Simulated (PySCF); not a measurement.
Computed Raman spectrum (relative Raman activity) of a molecule C2H4N2OSi. Geometry optimised at B3LYP-D3(BJ)/def2-SVP. The values are those of a single conformer. These are PySCF with B3LYP-D3(BJ)/def2-SVP values and carry that method's errors. Frequencies are harmonic and unscaled.

ν (cm⁻¹): 155 (vw), 720 (w), 751 (vw), 1329 (w), 1641 (w), 2313 (s), 3058 (s), 3072 (vs), 3877 (m) (against the strongest line: vs over 80 %, s over 45 %, m over 15 %, w over 4 %, vw less)

### Question
Which structure fits?
(A) O[SiH]1N=CC=N1
(B) N#C/N=C\[SiH2]O
(C) N#C/N=C/O[SiH3]
(D) C1=NC=N[SiH2]O1

### Answer
A, O[SiH]1N=CC=N1
